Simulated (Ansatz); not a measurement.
H$_{3}$InO (SMILES [OH][InH2]), singlet, at a GFN2-xTB geometry (such geometries of metal compounds can be far from the true shape) (core potentials on In), with bond 2-1 at 2.4 times its length; Ansatz (an electronic-structure program) with CASSCF(4,6)/def2-SVP.

Input for Ansatz:
Ansatz 0.2 input:
```yaml
crystal:
  periodic: [false, false, false]
  atoms:
    - {symbol: In, position_ang: [0.02369400, -0.13580886, -0.23499443]}
    - {symbol: H, position_ang: [-3.29688559, -0.13639885, -2.54103856]}
    - {symbol: H, position_ang: [1.50440952, -0.89282303, -0.60873177]}
    - {symbol: O, position_ang: [-0.21999777, 0.84169792, 1.40564028]}
    - {symbol: H, position_ang: [0.45444745, 0.94992846, 2.07418256]}
basis:
  gaussian:
    orbitals: def2-SVP
hamiltonian:
  xc: hf
magnetization: {spin_polarized: false}
correlation: {active_space: {window: {electrons: 4, orbitals: 6}}}
```

The log (banner, timings and long lists left out):

```
Functional definition: HF
622 factors; integrals over basis functions are off by at most 6.4e-4 eV
mean field evaluation 1: about -7221.0622 eV, gradient 3.9e1 eV
mean field evaluation 2: about -7221.0743 eV, gradient 3.9e1 eV
mean field evaluation 4: about -7225.7498 eV, gradient 2.8e0 eV
mean field evaluation 8: about -7225.8065 eV, gradient 6.0e-2 eV
mean field evaluation 16: about -7223.7732 eV, gradient 2.5e-1 eV
mean field -7225.80654301 eV, -265.5434926279 hartree, gradient 2.4e-6 eV, S^2 0.000000; 2 other end points of the search recorded, 0 dependent functions left out
reference -7225.80654301 eV, -265.5434926279 hartree; 16, 16 occupied and 39, 39 virtual orbitals, 622 factors
state -7229.25186412 eV, -265.6701058433 hartree
Total energy: -7229.25186412 eV, -265.6701058433 hartree
```
